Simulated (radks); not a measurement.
The carbon ion C+, 5 electrons, occupied as [He] 2s2 2p1. Calculated with a radial shooting solver on a logarithmic mesh with Libxc functionals: non-relativistic Kohn-Sham, PBE, spin-unpolarised, spherical densities, point nucleus; hard spherical wall at 5 bohr.

Normalised radial functions P(r) = r R(r), r in bohr:

| r | 1s | 3p |
|---|---|---|
| 0.01538 | 0.3884 | 0.0013 |
| 0.02085 | 0.5094 | 0.0024 |
| 0.02825 | 0.6604 | 0.0042 |
| 0.03829 | 0.8428 | 0.0075 |
| 0.05189 | 1.0532 | 0.0133 |
| 0.07033 | 1.2793 | 0.0232 |
| 0.09532 | 1.4961 | 0.0396 |
| 0.1292 | 1.6633 | 0.0662 |
| 0.1751 | 1.7291 | 0.1074 |
| 0.2392 | 1.6398 | 0.1693 |
| 0.3241 | 1.3811 | 0.2505 |
| 0.4393 | 0.9942 | 0.3464 |
| 0.5954 | 0.5810 | 0.4369 |
| 0.8069 | 0.2587 | 0.4841 |
| 1.094 | 0.0803 | 0.4248 |
| 1.482 | 0.0153 | 0.1953 |
| 2.009 | 0.0015 | -0.2005 |
| 2.722 | 0.0001 | -0.6039 |
| 3.689 | 0.0000 | -0.6480 |
| 5 | 0.0000 | 0.0000 |

1s: eigenvalue -288.03 eV, 0 radial nodes, <r> = 0.271 bohr, 90 % of the charge inside 0.486 bohr. 3p (empty): eigenvalue 3.374 eV, 1 radial node at r = 1.74 bohr, <r> = 2.83 bohr, 90 % of the charge inside 4.03 bohr.
